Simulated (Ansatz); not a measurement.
These are frozen-core CCSD(T)/cc-pVDZ // PBE0-D3(BJ)/def2-SVP run with Ansatz (a program for electronic structure) values and carry that method's errors. The restricted HF reference is unstable towards unrestricted orbitals.

Ansatz 0.2 input:
```yaml
crystal:
  periodic: [false, false, false]
  atoms:
    - { symbol: C, position_ang: [-3.444361, 1.484287, -0.254539] }
    - { symbol: O, position_ang: [-3.156658, 0.110387, -0.206533] }
    - { symbol: C, position_ang: [-1.882065, -0.264838, -0.090758] }
    - { symbol: C, position_ang: [-1.454026, -1.566218, -0.03193] }
    - { symbol: C, position_ang: [-0.038272, -1.617227, 0.090457] }
    - { symbol: S, position_ang: [1.131665, -2.881292, 0.212333] }
    - { symbol: C, position_ang: [2.424579, -1.731691, 0.3038] }
    - { symbol: C, position_ang: [2.011801, -0.419925, 0.246106] }
    - { symbol: Si, position_ang: [3.180471, 1.033896, 0.321744] }
    - { symbol: C, position_ang: [0.589672, -0.376601, 0.123302] }
    - { symbol: S, position_ang: [-0.570292, 0.906993, 0.001941] }
    - { symbol: H, position_ang: [-2.961093, 1.964513, -1.123787] }
    - { symbol: H, position_ang: [-3.114887, 1.994902, 0.667676] }
    - { symbol: H, position_ang: [-4.532773, 1.579215, -0.349587] }
    - { symbol: H, position_ang: [-2.13645, -2.412787, -0.076138] }
    - { symbol: H, position_ang: [3.447016, -2.097306, 0.397765] }
    - { symbol: H, position_ang: [2.862136, 1.908577, 1.491794] }
    - { symbol: H, position_ang: [3.068656, 1.867742, -0.914223] }
    - { symbol: H, position_ang: [4.574885, 0.517377, 0.4502] }
basis:
  gaussian: { orbitals: cc-pVDZ }
correlation:
  method: ccsd_t
```

Output:

```
Functional definition: HF
1963 factors; integrals over basis functions are off by at most 1.3e-3 eV
mean field evaluation 1: about -38867.5767 eV, gradient 3.9e1 eV
mean field evaluation 2: about -38868.0473 eV, gradient 3.9e1 eV
mean field evaluation 4: about -38872.9446 eV, gradient 7.0e0 eV
mean field evaluation 8: about -38873.1182 eV, gradient 5.6e-1 eV
mean field evaluation 16: about -38873.1207 eV, gradient 2.0e-6 eV
mean field -38873.12065771 eV, -1428.5608350234 hartree, gradient 2.0e-6 eV, S^2 0.000000; 0 other end points of the search recorded, 0 dependent functions left out; unrestricted orbitals would lower it
23 core orbitals not correlated
reference -38873.12065771 eV, -1428.5608350234 hartree; 29, 29 occupied and 154, 154 virtual orbitals, 1963 factors
second order -40.23101169 eV of doubles, -0.00000000 eV of singles
cycle   1  -40.45595166 eV  change   -2.2e-1 eV  update   1.8e-1
cycle   2  -41.71889965 eV  change    -1.3e0 eV  update   5.5e-2
cycle   3  -42.01744718 eV  change   -3.0e-1 eV  update   2.6e-2
cycle   4  -42.01297281 eV  change    4.5e-3 eV  update   7.3e-3
cycle   5  -42.00900260 eV  change    4.0e-3 eV  update   3.7e-3
cycle   6  -42.01043574 eV  change   -1.4e-3 eV  update   1.3e-3
cycle   7  -42.00971500 eV  change    7.2e-4 eV  update   5.3e-4
cycle   8  -42.00927888 eV  change    4.4e-4 eV  update   2.4e-4
cycle   9  -42.00931147 eV  change   -3.3e-5 eV  update   1.0e-4
cycle  10  -42.00937134 eV  change   -6.0e-5 eV  update   3.6e-5
perturbative correction -1.81973938 eV, -0.0668741888 hartree
Total energy: -38916.94976843 eV, -1430.1715251340 hartree
```

Cost: about 17 core-minutes (a rough figure).
